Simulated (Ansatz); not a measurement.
Relaxation of CH4NNaO (8 atoms, charge 0, multiplicity 1), to a largest force component of 0.015 eV/Å in at most 40 steps.

All numbers below come from RKS B3LYP-D4/6-31G (Ansatz).

```xyz
8
Properties=species:S:1:pos:R:3
N -0.354 1.033 0.321
C 0.530 0.119 -0.399
O 0.253 -1.195 -0.258
Na -0.814 -2.448 0.515
H -1.310 0.895 0.002
H -0.318 0.819 1.314
H 1.550 0.352 -0.034
H 0.465 0.427 -1.460
```

Question: Where does it end, and by what steps?

Answer: The forces met the threshold. The force dipped under the threshold on the way, but the program's further checks kept it going. Limits of this set-up: no polarisation functions. After 11 steps the energy has fallen by 0.277 eV; Na4 moved furthest, 0.65 Å.

| step | energy less start (eV) | largest force component (eV/Å) | accepted |
| --- | --- | --- | --- |
| 0 | 0.0000 | 1.740 | yes |
| 1 | -0.1838 | 0.903 | yes |
| 2 | -0.2473 | 0.179 | yes |
| 3 | -0.2524 | 0.118 | yes |
| 4 | -0.2601 | 0.089 | yes |
| 5 | -0.2380 | 0.442 | no |
| 6 | -0.2676 | 0.092 | yes |
| 7 | -0.2731 | 0.073 | yes |
| 8 | -0.2761 | 0.036 | yes |
| 9 | -0.2764 | 0.028 | yes |
| 10 | -0.2767 | 0.013 | yes |
| 11 | -0.2767 | 0.008 | yes |

```xyz
8
Properties=species:S:1:pos:R:3
N -0.307 1.189 0.290
C 0.461 0.105 -0.346
O 0.015 -1.191 -0.068
Na -0.561 -3.002 0.285
H -1.278 1.194 -0.019
H -0.271 1.132 1.307
H 1.507 0.253 -0.018
H 0.433 0.320 -1.431
```

Whether the end is a true minimum wasn't checked by a vibrational analysis.

Time of the run: 38 s on 1 thread of Arm Neoverse V1, on a shared host, peak memory 0.15 GiB.
